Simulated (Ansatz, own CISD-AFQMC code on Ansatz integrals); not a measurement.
H6Si3, SMILES `[SiH2]1[SiH2][SiH2]1` (charge 0, multiplicity 1).

Cartesian coordinates (Å):
```xyz
9

Si    -0.8145    -1.0716     0.0954
Si    -0.5199     1.2453     0.0057
Si     1.3344    -0.1736    -0.1011
H     -1.4067    -1.7575    -1.0742
H     -1.2116    -1.6873     1.3808
H     -0.9331     1.9664    -1.2183
H     -0.7380     2.0366     1.2367
H      2.2423    -0.2440     1.0651
H      2.0472    -0.3142    -1.3900
```
Charge 0, spin multiplicity 1.

Frozen-core correlation energies in cc-pVDZ at a geometry from B3LYP-D3(BJ)/def2-TZVP, on an HF energy of -870.23211 Ha (<S^2> = 0.00). Wave-function levels are from Ansatz, the walk from an own CISD-AFQMC code on Ansatz integrals (time step 0.005/Ha, trial state from CCSD amplitudes, largest double 0.03).

| level | correlation energy (mHa) |
|---|---|
| MP2 | -299.0 |
| CCSD | -359.3 |
| CCSD(T) | -371.1 |

Task: What correlation energy does phaseless AFQMC give, and where does it lie among these levels?

Result: -373.0 ± 0.3 mHa (one standard error). AFQMC minus each level: MP2 -74.1 mHa, CCSD -13.7 mHa, CCSD(T) -1.9 mHa.
